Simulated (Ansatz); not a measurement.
Cost and result for the atomization energy of H8N2O3Si2 (`N[SiH](O)[Si](N)(O)O`) (15 atoms, 14 bonds).

```xyz
15

N     1.551    0.904    1.512
Si    0.377   -0.293    1.197
O    -1.055   -0.213    2.054
Si   -0.458   -0.034   -0.975
N     0.082   -0.998   -2.277
O    -0.076    1.534   -1.310
O    -2.069   -0.360   -0.895
H     2.225    0.855    2.257
H     1.470    1.827    1.117
H     1.036   -1.584    1.552
H    -1.028   -0.365    3.000
H    -0.325   -1.905   -2.435
H     1.028   -0.942   -2.613
H    -0.331    1.855   -2.179
H    -2.427   -0.281   -0.006
```

Charge 0, multiplicity 1. The geometry is a stationary point of PBE0-D4/def2-TZVP. It is one conformer, not always the lowest. Program: Ansatz. All runs use 2 threads of an AMD EPYC 7R13 on a shared host and a share of an NVIDIA H100 80 GB. Times are those of one run each, without the atoms' runs, and a repeat can differ threefold. Electronic energies, without spin–orbit coupling; frozen cores. CCSD(T)/CBS adds CCSD(T) − MP2 in def2-TZVPP to the MP2 limit, and its time is that of the two runs behind it. T1 = 0.012. B3LYP takes the VWN-RPA correlation (the form of Gaussian; ORCA's B3LYP/G).

CCSD(T)/CBS is a level of theory with its own doubt, some kJ/mol a heavy atom from the limit and from the frozen cores, so smaller differences don't rank the functionals.

```csv
level,functions,wall time
MP2/def2-QZVPP,665,9 s
PBE0-D4/def2-TZVPP,351,11 s
B3LYP-D4/def2-TZVPP (with forces),351,12 s
PBE-D4/def2-TZVPP (with forces),351,12 s
B2PLYP/def2-TZVPP,351,12 s
r2SCAN-D4/def2-TZVPP (with forces),351,12 s
ωB97M-V/def2-TZVPP (with forces),351,17 s
ωB97X-V/def2-TZVPP,351,19 s
CCSD(T)/def2-TZVPP,351,22 s
CCSD(T)/CBS(def2),–,31 s
```

**Question.** What atomization energy does each give, and how far from CCSD(T)/CBS? (An estimate is asked.)

**Answer.** Ansatz gave: 
```
                             level  atomization (kcal/mol)  difference from CCSD(T)/CBS  per bond
                    MP2/def2-QZVPP                  1369.4                         10.4       0.7
                PBE0-D4/def2-TZVPP                  1338.2                        -20.8      -1.5
 B3LYP-D4/def2-TZVPP (with forces)                  1350.3                         -8.7      -0.6
   PBE-D4/def2-TZVPP (with forces)                  1370.8                         11.8       0.8
                 B2PLYP/def2-TZVPP                  1335.3                        -23.7      -1.7
r2SCAN-D4/def2-TZVPP (with forces)                  1347.9                        -11.1      -0.8
  ωB97M-V/def2-TZVPP (with forces)                  1357.9                         -1.1      -0.1
                ωB97X-V/def2-TZVPP                  1358.1                         -0.9      -0.1
                CCSD(T)/def2-TZVPP                  1310.5                        -48.5      -3.5
                 CCSD(T)/CBS(def2)                  1359.0                          0.0       0.0
```

From PBE to PBE0 (25 % exact exchange), in def2-TZVPP and without D4, the atomization energy moves by −31.4 kcal/mol: exact exchange takes away binding that semilocal exchange gives to molecules. The D4 term adds +14.4 kcal/mol with B3LYP and +7.7 kcal/mol with PBE0; it sums over pairs of atoms, weighted by their polarisabilities, and B3LYP, whose exchange is more repulsive, gets the larger term. In def2-TZVPP, CCSD(T) changes the Hartree–Fock value by +385.0 kcal/mol (the triples alone add +21.7 kcal/mol) and MP2 by +414.7 kcal/mol; breaking electron pairs costs correlation energy, which Hartree–Fock lacks.
